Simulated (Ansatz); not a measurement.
`[CH3][Ge]([OH])([F])[Cl]` + HCl → `[OH][Ge]([F])([Cl])[Cl]` + CH₄  (ligand exchange at a Ge–C bond)

Program: Ansatz. Geometries: PBE0-D4/def2-TZVP. ΔE: electronic, gas phase. CBS: MP2 limit from def2 TZ/QZ plus the TZ coupled-cluster correction, frozen cores. This one scheme is used for every species. Functionals use def2-TZVPP. B3LYP here is the variant with VWN-RPA as its local correlation; programs differ in this. For Ge outer-core shells are correlated without core-valence functions, which leaves a few kJ/mol of doubt a bond. Scalar relativity is left out up to krypton. One conformer a species, not always the lowest.

| level | ΔE (kcal/mol) |
| --- | --- |
| r2SCANh-D4 | -15.1 |
| CAM-B3LYP-D4 | -14.1 |
| ωB97M-V | -14.2 |
| r2SCAN | -15.2 |
| PBE0 | -14.2 |
| B3LYP | -14.6 |
| LC-ωPBE | -13.3 |
| SCS-MP2/def2-QZVPP | -14.0 |

Question: What does CCSD(T)/CBS give? (Best estimate.)

Answer: Ansatz gave: -12.9 kcal/mol. The listed levels differ from it by -2.2, -1.2, -1.3, -2.3, -1.3, -1.7, -0.4, -1.1 kcal/mol.

Largest T1 diagnostic among the species: 0.011.

In def2-TZVPP, CCSD(T) changes the Hartree–Fock value by +3.1 kcal/mol (the triples alone add −0.1 kcal/mol) and MP2 by +2.5 kcal/mol. Leaving LDA and LC-ωPBE aside and taking each functional with its dispersion term where it has one, the values, not all of them listed here, spread over 2.3 kcal/mol, from B97M-V to CAM-B3LYP-D4. LDA lies +1.6 kcal/mol from PBE without D4. At CCSD(T), def2-SVP lies −2.4 kcal/mol from the extrapolated value and def2-TZVPP −0.4 kcal/mol.
